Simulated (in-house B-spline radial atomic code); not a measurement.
The numbers below are computed, except where a source is named.
**What the choice of pseudopotential does to G0W0 on PBE0: Ga⁺**

All numbers come from an all-electron radial atomic-structure program (B-spline basis), non-relativistic, configuration [Ar] 3d10 4s2, open shells at high spin. Semilocal Troullier-Martins pseudo-atoms, one channel per l, are made with PBE or LDA for several valence sets and radii, with or without a model core, and set against the all-electron atom. One channel fits only the lowest state of its l, so a second state of that l is approximate. All electrons give 4s: PBE0 -16.922 eV, G0W0 -20.399 eV, 3d: PBE0 -31.40 eV, G0W0 -37.07 eV. Potentials are made in the ion's own configuration unless the neutral atom is named, and a smooth local potential serves every l without a channel. Potentials that miss their own reference levels by more than 6 millihartree, or need radii over 3.5 bohr, are left out. Columns give pseudo minus all-electron, in eV; a dash marks a level in the core or of low weight.

| valence | made with | radii (bohr) | model core (bohr) | 4s PBE0 | 4s G0W0 | 3d PBE0 | 3d G0W0 |
| --- | --- | --- | --- | --- | --- | --- | --- |
| 4s | LDA | s 2.15 p 2.63 | none | -0.56 | -0.44 | - | - |
| 4s | PBE, neutral atom | s 1.53 p 2.03 | 1.61 | +0.18 | +0.39 | - | - |
| 3d 4s | PBE | s 1.50 p 1.87 d 1.28 | none | -0.16 | -0.52 | +1.37 | +5.22 |
| 3d 4s | PBE, neutral atom | s 1.73 p 2.28 d 1.44 | none | -0.17 | -0.55 | +1.47 | +5.16 |
| 3d 4s | LDA, neutral atom | s 2.49 p 3.30 d 2.07 | none | -0.17 | -0.74 | +1.11 | +4.19 |
| 3d 4s | LDA, neutral atom | s 1.73 p 2.28 d 1.43 | 0.33 | -0.13 | -0.50 | +2.01 | +5.74 |
| 3d 4s | PBE, neutral atom | s 2.21 p 2.92 d 1.84 | 0.33 | -0.21 | -0.70 | +2.30 | +5.60 |
| 3p 3d 4s | LDA, neutral atom | s 1.53 p 0.45 d 1.27 | none | -0.24 | -0.97 | +0.23 | +1.37 |
| 3p 3d 4s | PBE, neutral atom | s 2.21 p 0.65 d 1.84 | none | -0.34 | -1.25 | +0.74 | +1.75 |
| 3p 3d 4s | PBE, neutral atom | s 1.92 p 0.56 d 1.60 | 0.31 | -0.30 | -1.06 | +0.64 | +1.62 |
| 3p 3d 4s | PBE, neutral atom | s 2.49 p 0.73 d 2.08 | 0.31 | -0.40 | -1.48 | +1.01 | +2.19 |
| 3s 3p 3d 4s | LDA | s 0.58 p 0.56 d 1.59 | none | -0.03 | -0.10 | -0.20 | -0.19 |
| 3s 3p 3d 4s | PBE, neutral atom | s 0.52 p 0.51 d 1.44 | 0.31 | -0.11 | -0.17 | -0.07 | 0.00 |
| 3s 3p 3d 4s | LDA | s 0.58 p 0.56 d 1.59 | 0.30 | +0.01 | -0.05 | -0.30 | -0.28 |

How does the G0W0 shift of 4s, which all sets hold, depend on the valence set?

Mean size: 3s 3p 3d 4s: 0.11 eV; 4s: 0.41 eV; 3d 4s: 0.60 eV; 3p 3d 4s: 1.19 eV. A semicore state feels strong exchange with the other subshells of its n, so the gain is largest when that whole shell is in the valence. A larger valence set can do worse when it takes only part of a shell, whose exchange with the frozen rest is then left to the functional. The means mix radii and the functional used in making the potentials.
